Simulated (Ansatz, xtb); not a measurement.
C3H10GeSi: which of two isomers lies lower

Structure X: `C=[CH][Ge@@H]([CH3])[SiH3]`, a singlet. Structure Y: `C=C[Si@@H](C)[GeH3]`, a singlet. Both are isolated molecules in the gas phase, relaxed with PBE-D3(BJ)/def2-SVP; each stands in its lowest conformer found.

Task: Estimate E(Y) − E(X) at the level CCSD(T)/def2-SVP + ΔMP2/def2-TZVPP.

Result: Calculated at CCSD(T)/def2-SVP + ΔMP2/def2-TZVPP: E(Y) − E(X) = −4.4 kcal/mol, so structure Y lies lower.

The same difference at several levels:

```
                             level             geometry  E(Y) − E(X) (kcal/mol)  departure from the last row (kcal/mol)  job, with rough time for the two
                          GFN2-xTB             GFN2-xTB                      +1.7                                    +6.2               optimisation, 1.1 s
                         HF/STO-3G             GFN2-xTB                      −4.6                                    −0.1               single point, 2.6 s
                r2SCAN-D4/def2-SVP             GFN2-xTB                      −5.5                                    −1.1                single point, 15 s
               PBE-D3(BJ)/def2-SVP  PBE-D3(BJ)/def2-SVP                      −6.2                                    −1.7             optimisation, 2.2 min
                       HF/def2-SVP  PBE-D3(BJ)/def2-SVP                      −5.4                                    −1.0           part of the CCSD(T) run
                      MP2/def2-SVP  PBE-D3(BJ)/def2-SVP                      −5.2                                    −0.7           part of the CCSD(T) run
                  CCSD(T)/def2-SVP  PBE-D3(BJ)/def2-SVP                      −5.4                                    −0.9                      single point
CCSD(T)/def2-SVP + ΔMP2/def2-TZVPP  PBE-D3(BJ)/def2-SVP                      −4.4                                                     single point, 4.6 min
```

As drawn, Y has 2 C–Si, 2 Ge–H in place of 2 C–Ge, 2 Si–H.

GFN2-xTB puts the two in the other order. The largest departure from CCSD(T)/def2-SVP + ΔMP2/def2-TZVPP is that of GFN2-xTB, 6.2 kcal/mol. The last row adds to CCSD(T) the change of the MP2 difference between the two basis sets, here +0.9 kcal/mol.

With thermal terms from frequencies at re-optimised GFN2-xTB minima (ideal gas, soft modes damped towards free rotors, one conformer each, 298.15 K, 1 atm): the zero-point term adds +0.3 kcal/mol; ΔH is −4.3 and ΔG −4.0 kcal/mol.

The correlated steps freeze 17 core orbitals; the filled d shell of Ge is correlated, in a basis made for valence electrons. Codes used: Ansatz 0.2.0, xtb 6.7.1; the last row on 2 threads of AMD EPYC (Zen 3) on a shared host.
